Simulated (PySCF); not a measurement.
## Frontier orbitals and the lowest excitations

C5H6O2.
Bonds: C1–C2 (double), C2–O3, O3–C4, C4–O5 (double), C4–C6, C6–C7 (double). Hydrogens: H8, H9 on C1; H10 on C2; H11 on C6; H12, H13 on C7.

Method: TDDFT wB97X-D/def2-SVPD, vertical, gas phase, core orbitals frozen in the response (PySCF). One conformer (not necessarily the lowest) at the GFN2-xTB geometry, without solvent, vibrations or thermal averaging. Torsions of this conformer, `[CH2:1]=[CH:2][O:3][C:4](=[O:5])[CH:6]=[CH2:7]`: C1–C2–O3–C4 180°, C2–O3–C4–O5 0°, O3–C4–C6–C7 180°.

Kohn–Sham orbitals with the atoms that hold most of them (Löwdin shares over 4%, at most four atoms; ? is withheld):

```csv
orbital,ε (eV),atoms
HOMO-3,-12.36,"O3 36%, C2 18%, H10 11%, C1 10%"
HOMO-2,-10.42,"O5 53%, C6 15%, C7 9%, C4 8%"
HOMO-1,-10.42,"O5 29%, C6 28%, C7 25%, C4 8%"
HOMO,?,"C1 36%, C2 27%, O3 19%"
LUMO,0.01,?
LUMO+1,2.22,"C2 33%, C1 29%, O3 8%, H8 6%"
LUMO+2,2.45,"C7 18%, C4 14%, C6 12%, C2 12%"
```

(1) Which atoms hold the LUMO, and with what shares?

(2) What is the HOMO energy, and the HOMO–LUMO gap?

Results:

(1) C7 (bonded to C and 2 H) 27%; C4 (bonded to C and 2 O) 18%; C6 (bonded to 2 C and H) 18%; O5 (bonded to C) 13%. By element: carbon 63% or more, oxygen 13% or more.

(2) ε(HOMO) = -9.33 eV; the gap is 9.34 eV (0.3431 hartree).

Within 0.005 eV of a neighbour in this list lie HOMO-2/HOMO-1 (point group found: Cs); within a degenerate set the shares of single atoms can hang on how the components are chosen.

How does S1 compare with the orbital gap of 9.34 eV?

S1 is at 5.05 eV (f = 0.0001), 4.29 eV below the gap, made of HOMO-2→LUMO (70%), HOMO-1→LUMO (25%). Its leading pair isn't HOMO and LUMO; the energies of that pair differ by 10.42 eV. 

Give energy, strength and leading configuration of S2 and S6, and follow the Löwdin shares of the leading atoms from the occupied to the empty orbital.

- S2 (5.76 eV, f 0.395), HOMO→LUMO (96%): C1 36% → at most 14%, C2 27% → at most 14%, C7 at most 4% → 27%, C4 at most 4% → 18%
- S6 (7.58 eV, f 0.241), HOMO→LUMO+1 (91%): C1 36% → 29%, C2 27% → 33%

Hardware: an x86-64 server with one thread, on a shared host. Cost: 28 s wall.
